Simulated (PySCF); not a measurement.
Run record: excited-state job, WO2F2 (`[O]=[W](=[O])([F])[F]`).

Computed with TDDFT CAM-B3LYP/def2-SVPD, vertical, gas phase, core orbitals frozen in the response, def2 core potentials past Kr (PySCF 2.14.0, density-fitted response routines). Geometry: PBE0-D3(BJ)/def2-SVP. The input is one job of a driver script: a line of settings, then coordinates in Å.

Input:
```
{"job": {"kind": "uv", "xc": "CAM-B3LYP", "basis": "def2-SVPD", "ip": true, "nstates": 10}, "charge": 0, "multiplicity": 1}
W     -0.012608    -0.000071    -0.005907
O      0.027215    -0.017052     1.685623
O      1.603011     0.013001    -0.505906
F     -0.816710     1.576834    -0.570213
F     -0.800918    -1.572713    -0.603597
```

Task: Estimate the output.

Result: 
```
coarse grid: 29896 points
cycle   1  E = -416.5192680985  dE = -1.233e+01  |g| = 1.664e+00  |ddm| = 7.378e+00
cycle   2  E = -412.8288878559  dE =  3.690e+00  |g| = 4.686e+00  |ddm| = 4.280e+00
cycle   3  E = -416.9857967108  dE = -4.157e+00  |g| = 5.785e-01  |ddm| = 3.386e+00
cycle   4  E = -417.0281123995  dE = -4.232e-02  |g| = 2.907e-01  |ddm| = 5.263e-01
cycle   5  E = -417.0419439845  dE = -1.383e-02  |g| = 3.971e-02  |ddm| = 1.836e-01
cycle   6  E = -417.0422817385  dE = -3.378e-04  |g| = 8.734e-03  |ddm| = 4.522e-02
cycle   7  E = -417.0422976370  dE = -1.590e-05  |g| = 1.166e-03  |ddm| = 7.251e-03
cycle   8  E = -417.0422980211  dE = -3.841e-07  |g| = 7.080e-04  |ddm| = 1.780e-03
final grid: 61216 points
cycle   9  E = -417.0423551710  dE =  1.467e-07  |g| = 1.601e-03  |ddm| = 1.968e-03
cycle  10  E = -417.0423529586  dE =  2.212e-06  |g| = 3.771e-03  |ddm| = 3.451e-03
cycle  11  E = -417.0423556639  dE = -2.705e-06  |g| = 8.427e-05  |ddm| = 2.431e-03
cycle  12  E = -417.0423556653  dE = -1.459e-09  |g| = 4.126e-05  |ddm| = 8.064e-05
cycle  13  E = -417.0423556658  dE = -4.903e-10  |g| = 1.961e-05  |ddm| = 5.305e-05
converged SCF energy = -417.0423556658

Static polarisability (au): isotropic 41.157, principal 37.242 40.317 45.912

Singlet excitations
state   eV       nm        f      main configurations
  1   5.4722    226.6   0.00094   H->L+1 0.97
  2   5.4946    225.6   0.00743   H->L 0.93
  3   6.3029    196.7   0.00647   H-1->L 0.97
  4   6.5438    189.5   0.00000   H->L+3 0.76, H-3->L 0.10, H-2->L+1 0.09
  5   6.7354    184.1   0.00193   H-2->L 0.82, H-3->L+1 0.11
  6   6.7565    183.5   0.00000   H-3->L 0.54, H-2->L+1 0.24, H->L+3 0.20
  7   6.8534    180.9   0.00000   H-2->L+1 0.64, H-3->L 0.33
  8   6.9118    179.4   0.00281   H-1->L+1 0.65, H->L+5 0.17, H->L+2 0.11
  9   7.4155    167.2   0.00123   H-4->L 0.59, H->L+2 0.26, H->L+5 0.10
 10   7.6561    161.9   0.00472   H-3->L+1 0.49, H->L+4 0.19, H-1->L+3 0.17

Triplet excitations (Tamm-Dancoff, eV): 4.8941 5.1202 5.8052 5.8807
Vertical ionisation energy (delta-SCF) = 12.3748 eV
Vertical electron affinity (delta-SCF) = 0.7754 eV
```

The SCF starts on a coarse grid where the log names one; the energy can jump when the final grid takes over, and dE then counts from the start density on the new grid. H and L stand for HOMO and LUMO; the number after each pair is its weight.

Task: Give S1 in cm⁻¹ and kJ/mol.

Result: 5.4722 eV × 8065.54 = 44136 cm⁻¹; × 96.485 = 528.0 kJ/mol.

Summary of the converged run: HOMO -11.43 eV, LUMO -1.75 eV; lowest singlet 5.47 eV; lowest triplet 4.89 eV (Tamm–Dancoff); mean polarisability 41.2 au.

Atoms past krypton carry effective core potentials; spin–orbit coupling is left out.

Task: Estimate the wall time. Hardware: an Arm Neoverse V2 with one thread, no GPU (shared host).

Result: About 52 s.
Labels such as C1 count atoms from 1, the log's own numbers from 0.
